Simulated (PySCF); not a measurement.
[AsO3]- at several levels of theory

All levels use the PBE0 minimum (singlet; As–O 1.642 Å (×3); O–As–O 120.0° (×3)), basis [As def2-SVPD, O def2-SVPD], no relativity, density fitting, no spin–orbit coupling, PySCF. For vertical energies the ionised species is a doublet (spins chosen at PBE0 and kept). Open shells are unrestricted, also as the reference of the correlated levels. A dash marks a value that was not computed or is not defined at that level.

```json
{"level": "PBE0", "vertical detachment energy (eV)": "5.16", "−ε(HOMO) (eV)": "2.90", "gap (eV)": "6.07"}
{"level": "HF", "vertical detachment energy (eV)": "5.54", "−ε(HOMO) (eV)": "7.30", "gap (eV)": "12.79"}
{"level": "MP2", "vertical detachment energy (eV)": "5.27", "−ε(HOMO) (eV)": "–", "gap (eV)": "–"}
{"level": "PBE", "vertical detachment energy (eV)": "4.60", "−ε(HOMO) (eV)": "1.21", "gap (eV)": "3.56"}
{"level": "B3LYP", "vertical detachment energy (eV)": "5.12", "−ε(HOMO) (eV)": "2.65", "gap (eV)": "5.49"}
{"level": "r2SCAN", "vertical detachment energy (eV)": "4.81", "−ε(HOMO) (eV)": "1.57", "gap (eV)": "4.21"}
{"level": "TPSSh", "vertical detachment energy (eV)": "4.82", "−ε(HOMO) (eV)": "1.96", "gap (eV)": "4.79"}
{"level": "TPSS", "vertical detachment energy (eV)": "4.60", "−ε(HOMO) (eV)": "1.30", "gap (eV)": "3.80"}
{"level": "B2PLYP", "vertical detachment energy (eV)": "4.95", "−ε(HOMO) (eV)": "–", "gap (eV)": "–"}
```

Spin contamination in at least one species weakens the values at: HF, MP2.

The lowest empty level of this anion is unbound, so it and the gap depend on the basis.
